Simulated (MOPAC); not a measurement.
MOPAC input (PM7):

```
PM7 FORCE THERMO(298,298) PRECISE LET GEO-OK AUX(PRECISION=9) THREADS=1
ClNbO2

Nb    0.35139346 1    0.19341827 1    0.49347748 1
O     1.43841612 1   -0.79579302 1   -0.45562815 1
O    -0.60652643 1   -1.12506983 1    1.12982410 1
Cl   -1.09373060 1    0.59689300 1   -1.28666502 1
```

Output:

```
 *******************************************************************************
 **                                                                           **
 **                              MOPAC v23.2.5                                **
 **                                                                           **
 *******************************************************************************
 ** MOPAC's Digital Object Identifier: https://doi.org/10.5281/zenodo.6511958 **
 **                                                                           **
 ** Please cite the open-source release paper for use of this MOPAC version:  **
 ** J. E. Moussa and J. J. P. Stewart (2026)                                  **
 ** MOPAC: An open-source semiempirical molecular orbital program             **
 ** J. Open Source Softw., 11(119), 8025, https://doi.org/10.21105/joss.08025 **
 *******************************************************************************

                              PM7 CALCULATION RESULTS

 *******************************************************************************
 *  PM7        - The PM7 Hamiltonian to be used
 *  GEO-OK     - OVERRIDE INTERATOMIC DISTANCE AND OTHER SAFETY CHECKS
 *  LET        - OVERRIDE SOME SAFETY CHECKS
 *  PRECISE    - TIGHTER CRITERIA TO BE USED
 *  FORCE      - FORCE CALCULATION SPECIFIED
 *  AUX        - OUTPUT AUXILIARY INFORMATION
 *  THERMO     - THERMODYNAMIC QUANTITIES TO BE CALCULATED
 *******************************************************************************
PM7 FORCE THERMO(298,298) PRECISE LET GEO-OK AUX(PRECISION=9) THREADS=1
 ClNbO2

   ATOM   CHEMICAL          X               Y               Z
  NUMBER   SYMBOL      (ANGSTROMS)     (ANGSTROMS)     (ANGSTROMS)

     1      Nb          0.35139346  *   0.19341827  *   0.49347748  *
     2       O          1.43841612  *  -0.79579302  *  -0.45562815  *
     3       O         -0.60652643  *  -1.12506983  *   1.12982410  *
     4      Cl         -1.09373060  *   0.59689300  *  -1.28666502  *

          CARTESIAN COORDINATES

    NO.       ATOM           X           Y           Z

     1        Nb          0.3514      0.1934      0.4935
     2         O          1.4384     -0.7958     -0.4556
     3         O         -0.6065     -1.1251      1.1298
     4        Cl         -1.0937      0.5969     -1.2867

 General Reference for PM7:
 "Optimization of Parameters for Semiempirical Methods VI: More Modifications to the
 NDDO Approximations and Re-optimization of Parameters", J. J. P. Stewart, J. Mol. Mod., 1:32, 19 (2013)
 https://link.springer.com/article/10.1007/s00894-012-1667-x

           Empirical Formula: O2 Nb Cl  =     4 atoms

      MOLECULAR POINT GROUP   :   Cs

      RHF CALCULATION, NO. OF DOUBLY OCCUPIED LEVELS = 12

 ALL CONVERGERS ARE NOW FORCED ON
 SHIFT=10, PULAY ON, CAMP-KING ON
 AND ITERATION COUNTER RESET

          HEAT OF FORMATION =    -133.045822 KCALS/MOLE
[...]
 FREQUENCY           236.20         Nb1 -- O 3         +37.6% ( 67.4%)      3.0%
 TRANSITION DIPOLE   0.2424         Nb1 -- O 2         +37.6% ( 67.4%)      3.0%
 TRAVEL (Ang.)       0.2156         Nb1 -- Cl4         +24.8% ( 54.8%)      0.0%
 REDUCED MASS        6.1437
 EFFECTIVE MASS     29.9976
 FORCE CONSTANT      0.2019

 VIBRATION          2    1A'         ATOM PAIR     ENERGY CONTRIBUTION    RADIAL
 FREQUENCY           260.61         Nb1 -- O 2         +41.9% ( 70.3%)      0.5%
 TRANSITION DIPOLE   0.9955         Nb1 -- O 3         +41.9% ( 70.3%)      0.5%
 TRAVEL (Ang.)       0.1945         Nb1 -- Cl4         +16.2% ( 43.7%)      3.2%
 REDUCED MASS        6.8399
 EFFECTIVE MASS     31.3554
 FORCE CONSTANT      0.2737

 VIBRATION          3    2A'         ATOM PAIR     ENERGY CONTRIBUTION    RADIAL
 FREQUENCY           373.88         Nb1 -- O 2         +40.1% ( 62.7%)      2.7%
 TRANSITION DIPOLE   0.8833         Nb1 -- O 3         +40.1% ( 62.7%)      2.7%
 TRAVEL (Ang.)       0.1532         Nb1 -- Cl4         +19.9% ( 44.2%)      2.5%
 REDUCED MASS        7.6845
 EFFECTIVE MASS     28.3103
 FORCE CONSTANT      0.6329

 VIBRATION          4    3A'         ATOM PAIR     ENERGY CONTRIBUTION    RADIAL
 FREQUENCY           512.96         Nb1 -- Cl4         +84.2% ( 99.9%)    100.0%
 TRANSITION DIPOLE   5.2248         Nb1 -- O 3          +7.9% ( 30.6%)      1.5%
 TRAVEL (Ang.)       0.0717         Nb1 -- O 2          +7.9% ( 30.6%)      1.5%
 REDUCED MASS       25.5348
 EFFECTIVE MASS     49.0179
 FORCE CONSTANT      3.9587

 VIBRATION          5    2A"         ATOM PAIR     ENERGY CONTRIBUTION    RADIAL
 FREQUENCY          1100.22         Nb1 -- O 3         +48.8% ( 73.5%)     92.6%
 TRANSITION DIPOLE   3.3275         Nb1 -- O 2         +48.8% ( 73.5%)     92.6%
 TRAVEL (Ang.)       0.0874         Nb1 -- Cl4          +2.4% ( 16.2%)      0.0%
 REDUCED MASS        8.0312
 EFFECTIVE MASS     24.0741
 FORCE CONSTANT      5.7278

 VIBRATION          6    4A'         ATOM PAIR     ENERGY CONTRIBUTION    RADIAL
 FREQUENCY          1157.75         Nb1 -- O 3         +49.1% ( 69.4%)     92.6%
 TRANSITION DIPOLE   1.9328         Nb1 -- O 2         +49.1% ( 69.4%)     92.6%
 TRAVEL (Ang.)       0.0878         Nb1 -- Cl4          +1.9% ( 13.5%)      0.6%
 REDUCED MASS        7.5615
 EFFECTIVE MASS     22.2797
 FORCE CONSTANT      5.9716

      SYMMETRY NUMBER FOR POINT-GROUP Cs  =  1

          SYSTEM IS A GROUND STATE

 ClNbO2

          MOLECULE IS NOT LINEAR

          THERE ARE  6 GENUINE VIBRATIONS IN THIS SYSTEM
          THIS THERMODYNAMICS CALCULATION IS LIMITED TO
          MOLECULES WHICH HAVE NO INTERNAL ROTATIONS

                    CALCULATED THERMODYNAMIC PROPERTIES
                                          *
   TEMP. (K)   PARTITION FUNCTION   H.O.F.    ENTHALPY  HEAT CAPACITY ENTROPY
                                   KCAL/MOL   CAL/MOLE    CAL/K/MOL  CAL/K/MOL

 298.00  VIB.     0.2706D+01                   986.0575     6.7887     5.2874
         ROT.     0.1407D+06                   888.2803     2.9808    26.5372
         INT.     0.3807D+06                  1874.3378     9.7695    31.8246
         TRA.     0.1963D+28                  1480.4672     4.9680    41.1234
         TOT.                     -133.046    3354.8050    14.7375    72.9481

   *: NOTE: HEATS OF FORMATION ARE RELATIVE TO THE
            ELEMENTS IN THEIR STANDARD STATE AT 298K
              (=  Standard Enthalpy of Formation).

            Hvib:  Zero-point energy is not included.
                   frequencies of less than zero cm-1 are not included.
            Hrot = (3/2)RT
            Htra = (3/2)RT + pV = (5/2)RT

            Heat capacity is Cp, not Cv

          For more information, see: HTTP://OpenMOPAC.net/Manual/thermochemistry.html

           FORCE CONSTANT IN CARTESIAN COORDINATES (Millidynes/A)

    ATOM   CHEMICAL       X               Y               Z
   NUMBER   SYMBOL  FORCE CONSTANT  FORCE CONSTANT  FORCE CONSTANT

      1      Nb       10.647994       10.601077        4.521279
      2       O       10.314302        0.565842        0.392477
      3       O        0.724163       10.155981        0.392478
      4      Cl        0.250326        0.253409        3.988238

 **********************
 *                    *
 * JOB ENDED NORMALLY *
 *                    *
 **********************

 == MOPAC DONE ==
```
